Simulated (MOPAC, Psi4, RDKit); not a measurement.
Relaxed torsion scan: SMILES Fc1ccccc1-c1ccccc1F (C₁₂H₈F₂). Scanned: dihedral C2–C7–C8–C9; all other coordinates were relaxed at GFN2-xTB. Points at φ and −φ are mirror images. Heavy atoms are numbered in the order of the SMILES Fc1ccccc1-c1ccccc1F, hydrogens after them in the order of the atoms that carry them; the mirror image has the same energies with the sign of each dihedral reversed.

- UFF // GFN2-xTB (RDKit)
- PM7, restricted, heats of formation // GFN2-xTB (MOPAC)
- B3LYP-D3(BJ)/def2-SVP // GFN2-xTB (Psi4)
- PBE-D3(BJ)/def2-SVP // GFN2-xTB (Psi4)

Energies relative to the lowest point of each profile, in mEh:

```tsv
φ / °	UFF	PM7	B3LYP-D3(BJ)/def2-SVP
-135	0.2	0.7	0.4
-120	0.0	0.0	0.5
-75	1.5	0.1	2.5
-60	0.0	0.3	0.9
-45	0.2	1.9	0.0
-15	14.8	13.3	3.7
30	4.4	6.2	0.9
45	0.2	1.9	0.0
60	0.0	0.3	0.9
120	0.0	0.0	0.5
135	0.2	0.7	0.4
180	30.7	14.2	16.4
```

Question: Predict the corresponding PBE-D3(BJ)/def2-SVP column.

Answer: -135: 0.2; -120: 0.5; -75: 2.6; -60: 1.0; -45: 0.0; -15: 3.3; 30: 0.7; 45: 0.0; 60: 1.0; 120: 0.5; 135: 0.2; 180: 15.1 (mEh).
